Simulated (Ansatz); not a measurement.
```xyz
13

C     1.764    0.334    0.488
Si    0.327    0.813   -0.602
C    -0.966   -0.603   -0.657
F    -1.873   -0.322   -1.685
B    -1.676   -0.784    0.711
F    -0.953   -1.211    1.740
H     1.434    0.130    1.508
H     2.265   -0.559    0.107
H     2.498    1.143    0.522
H     0.753    1.047   -2.006
H    -0.339    2.043   -0.094
H    -0.406   -1.509   -0.931
H    -2.828   -0.521    0.899
```

Total charge 0; spin multiplicity 1.

Q: List the r2SCAN/def2-TZVPP orbital energies in eV (Ansatz 0.2.0). (An estimate is asked.)

A: Computed: Occupied: -1791.11, -666.82, -665.98, -274.65, -272.97, -181.87, -141.57, -96.44, -96.42, -96.41, -32.20, -31.33, -18.75, -18.01, -14.27, -13.43, -12.82, -12.40, -11.75, -11.57, -10.93, -10.64, -10.37, -9.44, -8.73, -8.49, -7.98, -7.14. Lowest empty: -1.57, 0.00, 0.58, 1.15, 1.52, 1.93, 2.25, 2.26.
